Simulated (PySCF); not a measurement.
The calculation used core-valence-separated Tamm–Dancoff BHandHLYP/aug-pcX-1 (pcseg-1 on H, def2-SVPD on Si) in PySCF, non-relativistic, gas phase, PBE0-D3(BJ)/def2-SVP geometry. Absolute energies from this functional tend to lie a few eV below measured edges; no shift was applied.

Main lines of an unknown, eV (oscillator strength): C K: 283.9 (0.071), 284.0 (0.069), 284.0 (0.047), 284.1 (0.048), 286.0 (0.007); O K: 532.8 (0.008), 533.7 (0.012), 533.8 (0.009), 534.5 (0.008), 534.6 (0.015). Listed: the first five lines at most of each edge with a tenth or more of its strongest line's intensity; roots within 0.03 eV on the same or equivalent atoms are summed. Only the lowest roots were sought, and the top ones are left out.

Question: Which candidate gives them?
A. `CO[SiH]1CC=CC1`
B. `CO/C=C/[C@H]1[SiH2]C1`
C. `CC#CC[SiH2]OC`
D. `C=C/C=C\CO[SiH3]`

Answer: C. 

- `CC#CC[SiH2]OC`: C K: 283.9 (0.071), 284.0 (0.069), 284.0 (0.047), 284.1 (0.048), 286.0 (0.007); O K: 532.8 (0.008), 533.7 (0.012), 533.8 (0.009), 534.5 (0.008), 534.6 (0.015). First C line listed at 283.9 eV, hole on the alkyne carbon (1s→π*); first O line listed at 532.8 eV, hole on the silyl ether oxygen.
- `CO/C=C/[C@@H]1C[SiH2]1`: C K: 283.5 (0.056), 284.5 (0.068), 284.7 (0.028), 284.9 (0.036), 285.6 (0.014); O K: 533.8 (0.016), 534.2 (0.015), 534.4 (0.003), 535.2 (0.002), 535.5 (0.003). First C line listed at 283.5 eV, hole on the alkene CH carbon (1s→π*); first O line listed at 533.8 eV, hole on the ether oxygen.
- `CO[SiH]1CC=CC1`: C K: 282.9 (0.124), 285.8 (0.020), 285.9 (0.014), 286.0 (0.025), 286.3 (0.018); O K: 532.9 (0.009), 533.6 (0.008), 533.8 (0.009), 534.0 (0.012), 534.7 (0.005). First C line listed at 282.9 eV, hole on the alkene CH carbon; first O line listed at 532.9 eV, hole on the silyl ether oxygen.
- `C=C/C=C\CO[SiH3]`: C K: 282.2 (0.057), 282.3 (0.059), 282.7 (0.037), 282.8 (0.068), 285.8 (0.010); O K: 532.6 (0.010), 533.9 (0.014), 534.2 (0.007), 534.4 (0.013), 534.4 (0.019). First C line listed at 282.2 eV, hole on the terminal =CH2 carbon (1s→π*); first O line listed at 532.6 eV, hole on the silyl ether oxygen.

One conformer each; other structures than these candidates weren't tested.

The values belong to the conformer `[CH3:1][C:2]#[C:3][CH2:4][SiH2:5][O:6][CH3:7]`: C3–C4–Si5–O6 -179°, C4–Si5–O6–C7 -178°.
